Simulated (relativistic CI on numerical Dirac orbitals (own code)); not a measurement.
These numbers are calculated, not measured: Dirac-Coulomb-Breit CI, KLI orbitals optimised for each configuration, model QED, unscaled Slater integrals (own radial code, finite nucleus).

The strongest absorption lines from the ground level of an ion, among the configurations computed and to levels below about 1160 eV (vacuum wavelength in Å, gf): 10.721 (0.26), 13.602 (0.13), 13.623 (0.13), 13.681 (0.29), 13.754 (0.25), 13.761 (0.18), 14.116 (1.3), 130.13 (0.16).

Task: Which ion is it?
A. Cr19+
B. Cr17+
C. Ti17+
D. Ca15+

Result: A. Cr19+ has 5 electrons and the ground level 2s²2p ²P°1/2; the strongest line goes to 2s²3d ²D3/2. The pattern of lines fixes the number of electrons, and along that sequence the line energies rise steadily with the charge (about as its square where n changes within one kind of shell, about linearly where n is kept but much faster in heavy ions where fine structure, which grows about as Z⁴, sets the gap, and irregularly where shells cross), which fixes Z. Configurations outside the model, such as inner-shell arrays, can give stronger lines. At this charge energies of transitions that change n are usually good to better than 1 %, and those within a shell (Δn = 0) to a few per cent.

LS names give the leading component of a level, which can be under half, so a name can repeat, a term be missing and a line seem to break the LS rules.
